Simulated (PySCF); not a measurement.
Species: C₅H₆F₂OSi.
Geometry (GFN2-xTB, Å), atoms numbered from 1 in this order:
```xyz
15
C5H6F2OSi angstrom
F     -3.6669   -0.6883    0.3479
C     -2.5520    0.0050    0.0212
O     -1.4673   -0.7963    0.3755
C     -0.2228   -0.3152    0.1446
C      0.1658    0.8516   -0.3906
F     -0.6658    1.8401   -0.8334
C      1.5922    1.0808   -0.5078
C      2.3906    0.0984   -0.0679
Si     1.3398   -1.3208    0.5863
H     -2.5862    0.1994   -1.0620
H     -2.5699    0.9498    0.5863
H      1.9262    2.0140   -0.9351
H      3.4629    0.1762   -0.1125
H      1.4355   -1.5386    2.0268
H      1.4134   -2.5480   -0.2013
```

Computed, not measured: TDDFT CAM-B3LYP/def2-SVPD, vertical, gas phase, core orbitals frozen in the response (PySCF 2.14.0, density-fitted response routines).

| state | E (eV) | λ (nm) | ν̃ (cm⁻¹) | f | \|μ\| (D) | symmetry | main configurations (H = HOMO, L = LUMO) |
| --- | --- | --- | --- | --- | --- | --- | --- |
| S1 | 4.10 | 302.1 | 33100 | 0.095 | 2.46 | A′ | H→L (98%) |
| S2 | 5.40 | 229.7 | 43530 | 0.0058 | 0.53 | A″ | H→L+1 (92%) |
| S3 | 5.99 | 207.0 | 48310 | 0.0007 | 0.18 | – | H→L+2 (87%) |
| S4 | 6.06 | 204.4 | 48920 | 0.0000 | 0.02 | – | H-2→L (94%) |
| S5 | 6.56 | 189.0 | 52910 | 0.010 | 0.65 | A″ | H→L+3 (41%), H→L+4 (28%), H→L+6 (19%) |
| S6 | 6.83 | 181.6 | 55060 | 0.027 | 1.03 | A′ | H-1→L (61%), H→L+7 (29%) |
| S7 | 6.92 | 179.2 | 55810 | 0.0000 | 0.03 | – | H→L+4 (53%), H→L+3 (34%) |
| S8 | 7.06 | 175.7 | 56920 | 0.0057 | 0.46 | A″ | H-4→L (75%), H→L+5 (16%) |

Triplets, Tamm–Dancoff:

```tsv
state	E (eV)	λ (nm)	main configurations (H = HOMO, L = LUMO)
T1	2.52	492.6	H→L (93%)
T2	4.78	259.4	H-1→L (52%), H→L+7 (23%)
T3	5.17	239.7	H→L+1 (87%)
```

The lowest singlet comes at 302 nm (396 kJ/mol) in the ultraviolet; it is of moderate strength; its leading configuration is HOMO→LUMO (98%). The lowest level is also the most intense of those listed (f = 0.095). Löwdin shares by element: HOMO carbon 58% or more, oxygen 17% (atoms not listed hold the other 25%); LUMO carbon 69% or more (atoms not listed hold the other 31%). The oscillator strengths of these states sum to 0.145; summed over the whole spectrum of an exact calculation they would give the number of electrons, 76 (Thomas–Reiche–Kuhn). Weighted by f, the mean energy of these states is 4.97 eV. Orbital energies (eV): HOMO-3 -11.18, HOMO-2 -10.48, HOMO-1 -10.45, HOMO -7.69, LUMO -0.48, LUMO+1 0.87, LUMO+2 1.12. No computed singlet lies in the visible range (380 to 750 nm); the lowest, at 302 nm, stands 0.84 eV above its violet end (3.26 eV); a Tamm–Dancoff triplet lies at 493 nm, without intensity as long as spin–orbit coupling is left out. Symmetry labels in Cs follow from the direction of the transition dipole and are given only for states with f of 0.002 or more. The window holds the lowest 8 singlets.

One conformer stands for the species.
